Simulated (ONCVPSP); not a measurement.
# Ge (Z = 32) ONCV: all-electron and pseudo phase curves

| Quantity | Value |
| --- | --- |
| Element | Ge (Z = 32) |
| Generator | ONCVPSP 4.0.1 |
| Type | optimised norm-conserving Vanderbilt (ONCV) |
| Functional | LDA (Perdew-Wang 92) |
| Relativity | scalar-relativistic |
| Frozen core | [Ne] |
| Valence charge | 22 |
| Reference configuration | 3s2 3p6 3d10 4s2 4p1.75 (charge +0.25) |
| Partial waves | 3s+4s: rc 0.90 bohr, ncon 4, nbas 9, qcut 16.6 1/bohr, 2 projectors; 3p+4p: rc 1.05 bohr, ncon 4, nbas 7, qcut 16 1/bohr, 3 projectors, debl 3.6 Ha; 3d: rc 0.90 bohr, ncon 4, nbas 8, qcut 17 1/bohr, local |
| Local potential | the d channel |
| Core correction | Teter function, fcfact 2, rcfact 1.75 |

The phase is arctan(r·R′/R) of the radial function R(r), unwrapped; energies in Ha, scanned from -8 to 5 Ha. A pole is an energy at which the radial function vanishes at the test radius. The pseudo phase is shifted by a multiple of π to meet the all-electron one at the reference energy, and phase errors are pseudo minus all-electron; the curves can meet again beyond the range given. Levels narrower than the energy grid can be missing from the lists of poles. n/a: not evaluated, since a narrow level or a reset projector energy made the automatic matching unsafe.

For each channel, where are the poles, and over which energies does the pseudopotential scatter like the atom?

```tsv
channel	radius (bohr)	reference energy (Ha)	poles, all-electron	poles, pseudo	unbroken range about the reference energy with phases within 0.05 rad	phase error 1 Ha above the reference energy (rad)
s	0.91	-0.51	-3.93	-3.90	n/a	n/a
p	1.07	-0.21	-3.26	-3.26	the whole range	+0.000
d	0.91	-1.16	1.07	1.25	below 3.0	+0.005
```

Note: ghosts flagged at negative energy: s at -128.6 eV; no localised positive-energy state flagged. A true bound ghost makes a file unfit for plane-wave use.

Phases in the d channel:

```csv
E (Ha),all-electron,pseudo
-7.96,1.145,1.158
-7.60,1.126,1.141
-7.24,1.105,1.121
-6.88,1.081,1.098
-6.52,1.053,1.072
-6.16,1.021,1.042
-5.80,0.983,1.006
-5.44,0.938,0.963
-5.08,0.882,0.909
-4.72,0.812,0.843
-4.36,0.724,0.758
-4.00,0.609,0.647
-3.64,0.457,0.499
-3.28,0.259,0.302
-2.92,0.009,0.048
-2.56,-0.277,-0.248
-2.20,-0.559,-0.544
-1.84,-0.801,-0.796
-1.48,-0.993,-0.992
-1.12,-1.140,-1.140
-0.76,-1.252,-1.251
-0.40,-1.341,-1.338
-0.04,-1.413,-1.406
0.32,-1.472,-1.462
0.68,-1.522,-1.509
1.04,-1.567,-1.550
1.40,-1.607,-1.585
1.76,-1.644,-1.617
2.12,-1.679,-1.647
2.48,-1.712,-1.674
2.84,-1.746,-1.700
3.20,-1.779,-1.725
3.56,-1.814,-1.750
3.92,-1.851,-1.775
4.28,-1.890,-1.800
4.64,-1.933,-1.825
5.00,-1.982,-1.852
```
